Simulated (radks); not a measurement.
Problem. Charge is removed step by step from the 2s1/2 level of Mn, starting from [Ar] 3d5 4s2. Calculated with a radial shooting solver on a logarithmic mesh with Libxc functionals: Dirac Kohn-Sham, LDA (Slater exchange, Perdew-Wang correlation), spin-unpolarised, spherical densities, finite nucleus; open shells are shared between the two j in proportion to 2j + 1; Fermi nuclear charge, rms radius 3.7057 fm. At the starting occupation the eigenvalue is -742.00 eV. Estimate the energy to remove one whole electron from this level, the eigenvalue at the end, and how far E(n) bends from a straight line.

Solution. Delta-SCF 764.56 eV; final eigenvalue -787.96 eV; the deviation from the straight line is -5.749 eV at 0.5 electron removed, the largest on the grid computed. Slater's transition state (half an electron removed) gives 764.35 eV. Integrating minus the eigenvalue over the occupation (Janak's theorem) gives 764.56 eV. The mean slope of the eigenvalue, de/dn, is 46.0 eV per electron.
